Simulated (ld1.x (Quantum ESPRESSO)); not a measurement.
technetium: excitation energies, all-electron against TM

| Property | Result |
| --- | --- |
| Element | Tc |
| Generator | ld1.x (Quantum ESPRESSO) 7.5 |
| Type | norm-conserving Troullier–Martins (Kleinman–Bylander form) |
| Functional | PBE |
| Relativity | scalar-relativistic |
| Frozen core | [Kr] |
| Valence charge | 7 |
| Reference configuration | 4d5 5s1.75 5p0 (charge +0.25) |
| Partial waves | 5s (bound): rc 2.70 bohr; 5p (bound, empty): rc 3.74 bohr; 4d (bound): rc 2.52 bohr |
| Local potential | all-electron potential smoothed inside 2.98 bohr (lloc = -1) |
| Core correction | Bessel-smoothed model core, default radius (core density twice the valence density) |

Energies are relative to the spin-unpolarised reference configuration 4d5 5s1.75 5p0; without spin polarisation the order of configurations can differ from experiment.

```csv
valence configuration,charge,ΔE all-electron (eV),error AE − PS (meV)
4d5 5s1 5p0,+1,6.705,-4.6
4d5 5s0 5p0,+2,21.556,-38
4d6 5s0 5p0,+1,4.717,-138
4d4 5s2 5p1,0,5.157,-117
4d5 5s0 5p2,0,6.263,-5.6
4d3 5s0 5p0,+4,92.297,-710
```

Problem. What are ΔE and the potential's error for 4d5 5s2 5p0?

Solution. ΔE = -1.448 eV all-electron; the error (AE − PS) is +0.1 meV.

Levels in the configuration 4d5 5s1 5p0:

| level | all-electron (eV) | pseudo (eV) |
| --- | --- | --- |
| 4d | -14.096 | -14.074 |
| 5s | -11.394 | -11.405 |
